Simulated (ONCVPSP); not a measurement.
Pb (Z = 82): one change to an ONCV potential, before and after

| Property | Result |
| --- | --- |
| Element | Pb (Z = 82) |
| Generator | ONCVPSP 4.0.1 |
| Type | optimised norm-conserving Vanderbilt (ONCV) |
| Functional | PBE |
| Relativity | scalar-relativistic |
| Frozen core | [Kr] 4d10 4f14 |
| Valence charge | 22 |
| Reference configuration | 5s2 5p6 5d10 6s2 6p2 |
| Partial waves | 5s+6s: rc 1.60 bohr, ncon 5, nbas 9, qcut 8.1 1/bohr, 2 projectors; 5p+6p: rc 1.40 bohr, ncon 3, nbas 7, qcut 9.4 1/bohr, 2 projectors; 5d: rc 1.30 bohr, ncon 4, nbas 7, qcut 8.4 1/bohr, 2 projectors, debl 1.8 Ha; f scattering state at 0.09 Ha: rc 1.35 bohr, ncon 3, nbas 7, qcut 8.5 1/bohr, 3 projectors, debl 3.4 Ha |
| Local potential | polynomial inside 1.05 bohr (lpopt 2, dvloc0 1 Ha) |
| Core correction | none |

Change: p: qcut 6.9.

Cutoffs: the cutoffs (Ha) at which the residual kinetic energy of the hardest occupied pseudo-wave falls to 1 and 0.1 mHa per electron; they do not see the model core or the augmentation charge, which bear on the density cutoff. Errors are all-electron minus pseudo energies relative to the spin-unpolarised reference configuration.

Q: How do hardness, ghosts and transferability respond?

A: The potential gets softer (30 Ha and 37 Ha → 26 Ha and 31 Ha); the errors of the 4 common tests hardly move; neither file shows a bound ghost. The waves are optimised to have the least kinetic energy above qcut, so the cutoff follows it (qcut²/2 in Ha).

| quantity | base | changed |
| --- | --- | --- |
| cutoff, loose | 30 Ha | 26 Ha |
| cutoff, tight | 37 Ha | 31 Ha |
| loose cutoff by channel | s 26 Ha, p 30 Ha, d 24 Ha | s 26 Ha, p 17 Ha, d 24 Ha |
| bound ghosts | none | none |
| GHOST(+) flags under 300 eV | f at 160.3 eV | f at 160.3 eV |
| error for 5s2 5p6 5d10 6s2 6p1, meV [ΔE 6.58 eV] | -2.6 | -2.6 |
| error for 5s2 5p6 5d10 6s2 6p0, meV [ΔE 20.02 eV] | -8.6 | -8.8 |
| error for 5s2 5p6 5d10 6s1 6p0, meV [ΔE 52.43 eV] | -24 | -25 |
| error for 5s2 5p6 5d10 6s1 6p3, meV [ΔE 8.74 eV] | -2.6 | -2.6 |
| s: phases at 1.62 bohr within 0.05 rad from the reference energy up to (Ha; the scan ends near 5) | to the end of the scan | to the end of the scan |
| p: phases at 1.42 bohr within 0.05 rad from the reference energy up to (Ha; the scan ends near 5) | to the end of the scan | to the end of the scan |
| d: phases at 1.32 bohr within 0.05 rad from the reference energy up to (Ha; the scan ends near 5) | to the end of the scan | to the end of the scan |
| f: phases at 1.37 bohr within 0.05 rad from the reference energy up to (Ha; the scan ends near 5) | to the end of the scan | to the end of the scan |

Base: The cutoffs count occupied waves only; projector 2 of the f channel, the hardest unoccupied one, needs 99 Ha at the loose tolerance. Changed file: The cutoffs count occupied waves only; projector 2 of the f channel, the hardest unoccupied one, needs 99 Ha at the loose tolerance.
